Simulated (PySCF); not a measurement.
RbI: calculation against experiment

**Experimental background.**

Liu, Meijer, Perez-Rios, Phys. Chem. Chem. Phys. 22 (2020) 24191 lists, for the gas: dipole moment 11.48 D.

The results are set against them at the end.

Species: RbI.
SMILES with atom numbers: `[Rb:1][I:2]`

Cartesian coordinates in Å at the PBE0-D3(BJ)/def2-SVP level; atoms count from 1:
```
atom  x, y, z in Å
Rb1    1.6272   -0.0323    0.0034
I2    -1.6097    0.0034   -0.0155
```

The PySCF runs (gas phase, on this PBE0-D3(BJ)/def2-SVP geometry; no spin–orbit coupling):

```
                             level                                                           job  basis functions  wall time
PBE0-D3(BJ)/def2-SVP, grid level 1  geometry optimisation from a GFN2-xTB start shaken at random               50      7.2 s
```

Hardware: Arm Neoverse N1, one thread, shared host.

Atoms past Kr carry def2 core potentials in the def2 sets.

Results beside the measurements:

**Dipole moment.** Measured: 11.48 D (Liu, Meijer, Perez-Rios, Phys. Chem. Chem. Phys. 22 (2020) 24191).

```tsv
level	computed (D)	computed − measured (D)	% (from the printed values)
PBE0-D3(BJ)/def2-SVP	11.85	+0.37	+3
```

The computed dipoles belong to one fixed geometry; measured ones are averaged over vibrations unless marked μe. Magnitudes are compared, not signs.

No measured geometry was used, and the causes of the misses weren't examined.
